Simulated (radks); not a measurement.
Values are calculated unless marked as measured or tabulated.
Species: the manganese ion Mn3+. Configuration: [Ar] 3d4 (the NIST ground configuration).

Level of theory: non-relativistic Kohn-Sham, LDA (Slater exchange, Perdew-Wang correlation), spin-polarised, spherical densities, point nucleus; open shells are filled with parallel spins first (a radial shooting solver on a logarithmic mesh with Libxc functionals).

Energy parts (hartree):
total: -1146.48983
kinetic: 1145.13018
electron-nucleus: -2697.54201
Hartree: 454.50867
exchange-correlation: -48.58667

Orbitals (lengths in bohr, moments of r in powers of bohr; r(max) is where P^2 peaks):
orbital  occ.  eigenvalue (hartree)   r(max)
1s up       1             -235.0325  0.04061
1s down     1             -235.0321  0.04061
2s up       1             -28.24730   0.2358
2s down     1             -28.16738   0.2356
2p up       3             -24.43711   0.1895
2p down     3             -24.37605   0.1893
3s up       1              -4.45837   0.7411
3s down     1              -4.29183   0.7423
3p up       3              -3.36352   0.7496
3p down     3              -3.20055   0.7517
3d up       4              -1.59060   0.7308
3d down     0              -1.43651   0.7402
4s up       0              -1.11899    2.077
4s down     0              -1.05881    2.128
4p up       0              -0.86968    2.331
4p down     0              -0.82252    2.413
4d up       0              -0.52163    3.153
4d down     0              -0.49675    3.338
4f up       0              -0.31367    4.332
4f down     0              -0.30655    4.546

The highest occupied level is 3d up at -43.282 eV. The electron density at the nucleus is 1.051e+04 e/bohr^3. The spin density at the nucleus is -0.835 e/bohr^3 (1s -0.057, 2s -1.606, 3s 0.828), a Fermi contact field of -43.8 T. Spin moment in Bohr magnetons: 4. For comparison, the ionisation energy in NIST's Atomic Spectra Database is 51.2 eV (semi-empirical). In exact Kohn-Sham theory the highest level is minus the ionisation energy, but local and semilocal functionals leave it too shallow, through self-interaction and a potential that decays too fast; potentials with the right tail come closer.
